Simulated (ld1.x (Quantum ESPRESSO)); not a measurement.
Reading a pseudo-wave (Ar)

Columns: radius, all-electron u(r) and pseudo u(r) of the 3p shell (level -35.42 eV) of argon in the configuration [Ne] 3s2 3p4; PBE, scalar-relativistic, ultrasoft scheme, ld1.x (Quantum ESPRESSO) 7.5.

```tsv
r (bohr)	all-electron	pseudo
0.060	0.1301	-0.0052
0.120	0.3091	-0.0206
0.180	0.4147	-0.0460
0.240	0.4326	-0.0808
0.300	0.3798	-0.1241
0.360	0.2791	-0.1752
0.420	0.1510	-0.2327
0.480	0.0108	-0.2955
0.540	-0.1304	-0.3621
0.600	-0.2651	-0.4309
0.660	-0.3888	-0.5002
0.720	-0.4989	-0.5685
0.780	-0.5945	-0.6338
0.840	-0.6754	-0.6947
0.900	-0.7419	-0.7494
0.960	-0.7946	-0.7964
1.020	-0.8343	-0.8344
1.080	-0.8622	-0.8622
1.140	-0.8796	-0.8796
1.200	-0.8877	-0.8877
1.260	-0.8877	-0.8877
1.320	-0.8809	-0.8809
1.380	-0.8683	-0.8683
1.440	-0.8508	-0.8508
1.500	-0.8295	-0.8295
1.560	-0.8050	-0.8050
```

**Question.** How many radial nodes do the two functions have?

**Answer.** The all-electron 3p function has n − l − 1 = 1; the pseudo-wave has 0, since the states of the same l below it are removed with the core.

**Question.** At about which radius was the pseudo-wave matched?

**Answer.** 1.05 bohr, where the columns begin to agree (steps of 0.06 bohr).

**Question.** Is the pseudo-wave norm-conserving?

**Answer.** No, it belongs to an ultrasoft set: the norm inside the radius is not constrained, and the difference is carried by the augmentation charge.
